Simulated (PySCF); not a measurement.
Geometries of 6 isomers of C4H8F2O2, from PBE0-D3(BJ)/def2-SVP geometry optimisation, gas phase (PySCF). One conformer each, no zero-point energy, no frequencies.

Task: Which is lowest in electronic energy at this level?
A.
```xyz
16
angstrom
C     -2.449    0.436   -0.102
C     -1.222   -0.215    0.482
O     -0.314   -0.496   -0.567
C      0.854   -1.100   -0.165
O      1.680   -0.239    0.590
C      2.269    0.751   -0.129
F      2.719    1.660    0.735
F      3.329    0.268   -0.814
H     -2.187    1.381   -0.601
H     -2.923   -0.223   -0.845
H     -3.181    0.654    0.689
H     -0.743    0.444    1.228
H     -1.483   -1.158    1.002
H      0.673   -1.964    0.498
H      1.377   -1.429   -1.077
H      1.581    1.226   -0.851
```
B.
```xyz
16
angstrom
C     -2.663    0.357    0.365
O     -1.854   -0.766    0.147
C     -0.657   -0.528   -0.518
C      0.459   -0.090    0.404
F      0.180    1.144    0.951
O      1.617   -0.003   -0.344
C      2.785    0.042    0.387
F      3.086   -1.190    0.889
H     -3.616   -0.004    0.775
H     -2.870    0.894   -0.581
H     -2.215    1.073    1.075
H     -0.335   -1.469   -0.988
H     -0.759    0.234   -1.317
H      0.574   -0.790    1.251
H      3.583    0.353   -0.303
H      2.699    0.745    1.235
```
C.
```xyz
16
angstrom
C     -1.994   -0.076    0.508
O     -0.598   -0.146    0.707
C      0.237    0.159   -0.334
F     -0.122   -0.619   -1.422
C      0.219    1.614   -0.780
F     -1.016    1.967   -1.248
O      1.517   -0.103    0.024
C      1.769   -1.388    0.557
H     -2.280   -0.518   -0.458
H     -2.360    0.961    0.548
H     -2.453   -0.656    1.319
H      0.967    1.742   -1.577
H      0.486    2.245    0.082
H      1.269   -1.521    1.528
H      2.856   -1.461    0.686
H      1.433   -2.175   -0.136
```
D.
```xyz
16
angstrom
C      2.934   -0.352   -0.061
O      1.639   -0.204   -0.587
C      0.677    0.061    0.336
F      0.804    1.339    0.820
C     -0.678   -0.057   -0.338
F     -0.800   -1.331   -0.833
O     -1.639    0.195    0.589
C     -2.935    0.347    0.065
H      2.973   -1.174    0.678
H      3.283    0.576    0.422
H      3.601   -0.594   -0.897
H      0.723   -0.624    1.207
H     -0.730    0.635   -1.203
H     -3.607    0.548    0.908
H     -3.271   -0.566   -0.453
H     -2.982    1.197   -0.641
```
E.
```xyz
16
angstrom
C     -2.458    0.032    0.609
C     -1.327    0.109   -0.390
O     -0.075    0.370    0.243
C      0.709   -0.682    0.551
F      0.968   -1.411   -0.574
F      0.102   -1.533    1.394
O      1.849   -0.286    1.136
C      2.637    0.630    0.404
H     -2.328   -0.820    1.290
H     -2.507    0.953    1.210
H     -3.417   -0.087    0.082
H     -1.477    0.944   -1.090
H     -1.250   -0.812   -0.989
H      3.550    0.789    0.990
H      2.110    1.588    0.272
H      2.905    0.220   -0.582
```
F.
```xyz
16
angstrom
C     -2.630    0.252   -0.014
O     -1.841   -0.705   -0.668
C     -0.639   -1.020   -0.060
C      0.454    0.019   -0.261
F      0.551    0.365   -1.566
F      0.144    1.182    0.387
O      1.616   -0.481    0.203
C      2.755    0.350    0.073
H     -3.639    0.192   -0.446
H     -2.700    0.047    1.072
H     -2.247    1.278   -0.145
H     -0.269   -1.952   -0.510
H     -0.740   -1.179    1.031
H      3.593   -0.202    0.515
H      2.970    0.561   -0.985
H      2.614    1.299    0.613
```

Result: E. That is `CCOC(F)(F)OC`, 9.0 kcal/mol below the next.

| SMILES | atoms numbered as above | E (Eh) | relative (kcal/mol) | relative (kJ/mol) | dipole (D) |
| --- | --- | --- | --- | --- | --- |
| CCOC(F)(F)OC | [CH3:1][CH2:2][O:3][C:4]([F:5])([F:6])[O:7][CH3:8] | -506.47726 | 0.0 | 0.0 | 2.25 |
| CCOCOC(F)F | [CH3:1][CH2:2][O:3][CH2:4][O:5][CH:6]([F:7])[F:8] | -506.46285 | 9.0 | 37.8 | 2.65 |
| COCC(F)(F)OC | [CH3:1][O:2][CH2:3][C:4]([F:5])([F:6])[O:7][CH3:8] | -506.45295 | 15.2 | 63.8 | 1.67 |
| COC(F)(CF)OC | [CH3:1][O:2][C:3]([F:4])([CH2:5][F:6])[O:7][CH3:8] | -506.44851 | 18.0 | 75.5 | 1.28 |
| CO[C@@H](F)[C@@H](F)OC | [CH3:1][O:2][C@@H:3]([F:4])[C@@H:5]([F:6])[O:7][CH3:8] | -506.44256 | 21.8 | 91.1 | 0.02 |
| COC[C@H](F)OCF | [CH3:1][O:2][CH2:3][C@H:4]([F:5])[O:6][CH2:7][F:8] | -506.43982 | 23.5 | 98.3 | 1.25 |

As drawn, the lowest has two fluorines on one carbon, which the highest lacks.
